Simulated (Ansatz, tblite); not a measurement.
Cost and result up the ladder for As3P5⁻ (8 atoms). The state is a doublet with charge -1. Geometry: PBE-D4/def2-SVP.

```tsv
atom	x (Å)	y (Å)	z (Å)
P1	-0.9056	-1.4637	1.9392
P2	-0.8727	0.6521	-1.7424
P3	0.4422	-1.1270	-1.2718
P4	-0.7381	-2.4203	0.0130
P5	1.8566	0.0338	0.0539
As6	0.3078	0.4799	1.8265
As7	-1.0981	1.8401	0.2768
As8	1.0079	2.0050	-1.0953
```

Ansatz on 4 threads of Arm Neoverse V2 on a shared host; xTB runs through tblite on one thread. Times are rough, summed over both states, and most runs start from the orbitals of an earlier one. PBE0-D4/def2-TZVPD serves as the yardstick here, not as an exact answer. The other state is a singlet.

The xTB rows come from tblite. Another isomer (doublet) lies 0.07 eV lower at PBE0-D4/def2-TZVPD.

Raw xTB energies of ions are shifted by several eV, and xTB has no spin-polarisation term.

```
                          level  functions  vertical IE (eV)  difference from PBE0-D4/def2-TZVPD (eV)
PBE-D4/def2-TZVPD (with forces)        377              2.34                                    -0.10
           r2SCAN-D4/def2-TZVPD        377              2.47                                     0.02
                       GFN2-xTB         72              6.72                                     4.27
             PBE0-D4/def2-TZVPD        377              2.45                                     0.00
                       GFN1-xTB         72              4.99                                     2.55
```

Q: Estimate how long each takes.

A: GFN1-xTB 0.035 s; GFN2-xTB 0.036 s; PBE-D4/def2-TZVPD (with forces) 41 s; r2SCAN-D4/def2-TZVPD 97 s; PBE0-D4/def2-TZVPD 2 min. On shared hardware such times vary by a factor of up to 3.
